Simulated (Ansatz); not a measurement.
Consider the redistribution: `N[SiH2]BF` + `BN(C)[SiH2]Cl` → `BN(C)[SiH2]N` + `FB[SiH2]Cl`.

Program: Ansatz. Geometries: PBE0-D4/def2-TZVP. ΔE: electronic, gas phase. CCSD(T)/CBS is the MP2 limit (def2-TZVPP, def2-QZVPP) plus CCSD(T) − MP2 in def2-TZVPP, frozen cores. Functionals use def2-TZVPP. B3LYP here is the variant with VWN-RPA as its local correlation; programs differ in this. Each species was taken in one conformer, which may not be the lowest.

| level | ΔE (eV) |
| --- | --- |
| r2SCAN-D4 | -0.07 |
| B3LYP-D4 | -0.05 |
| ωB97M-V | -0.05 |
| B3LYP | -0.05 |

Question: What does CCSD(T)/CBS give? (An estimate is asked.)

Answer: The calculation gave: -0.03 eV. The listed levels differ from it by -0.04, -0.02, -0.02, -0.02 eV.

Largest T1 diagnostic among the species: 0.013.
